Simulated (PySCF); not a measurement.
Compound: C2H3Cl3OSi.
Numbering: `[O:1]=[CH:2][SiH2:3][C:4]([Cl:5])([Cl:6])[Cl:7]` (hydrogens: H8 on C2; H9, H10 on Si3)

Level of theory: PySCF 2.14.0, PBE0-D3(BJ)/def2-SVP geometry optimisation, gas phase.

Problem. What internal coordinates does the optimisation give?

Solution. 
```tsv
bond	length (pm)
O1=C2	120.5
C2–Si3	193.1
Si3–C4	191.5
C4–Cl5, C4–Cl6	178.5
C4–Cl7	177.5
C2–H8	112.4
Si3–H9, Si3–H10	148.8
```

Bonds in one row agree within 1 pm and their mean is given. A selection of angles:
```tsv
angle	degrees
O1–C2–Si3	119.1
O1–C2–H8	121.0
Si3–C2–H8	119.9
C2–Si3–C4	107.8
C2–Si3–H9	109.9
C4–Si3–H9	108.6
H9–Si3–H10	111.9
Si3–C4–Cl5	107.9
Si3–C4–Cl7	111.1
Cl5–C4–Cl6	109.5
```

Dihedral angles: O1–C2–Si3–C4 180° (antiperiplanar); C2–Si3–C4–Cl5 -60° (synclinal).

Si3 (SiH2 silicon) is tetrahedral (angles from 107.8° to 111.9°).

Point group: Cs (every atom within 0.08 Å of its image). PBE0-D3(BJ)/def2-SVP frequencies: not computed here. One conformer, not necessarily the lowest.
